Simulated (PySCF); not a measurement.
4-ethenyl-2,3-dihydroazete (C5H7N), SMILES C=CC1=NCC1.

Geometry optimised at PBE-D3(BJ)/def2-SVP. Other conformers were not sampled.

These are PySCF with PBE/def2-TZVP values and carry that method's errors.

Symmetry labels are those of the subgroup Cs that the program uses (full group Cs).

### Question
List the valence orbital energies around the gap with their symmetry. (Estimate from the structure and the level; the computed values follow.)

### Answer

| orbital | symmetry | energy (eV) |
|---|---|---|
| HOMO−7 | A' | -10.84 |
| HOMO−6 | A' | -10.10 |
| HOMO−5 | A' | -9.06 |
| HOMO−4 | A" | -9.00 |
| HOMO−3 | A" | -8.08 |
| HOMO−2 | A' | -7.82 |
| HOMO−1 | A" | -6.15 |
| HOMO | A' | -5.91 |
| LUMO | A" | -2.41 |
| LUMO+1 | A" | 0.53 |
| LUMO+2 | A' | 0.67 |
| LUMO+3 | A' | 0.91 |
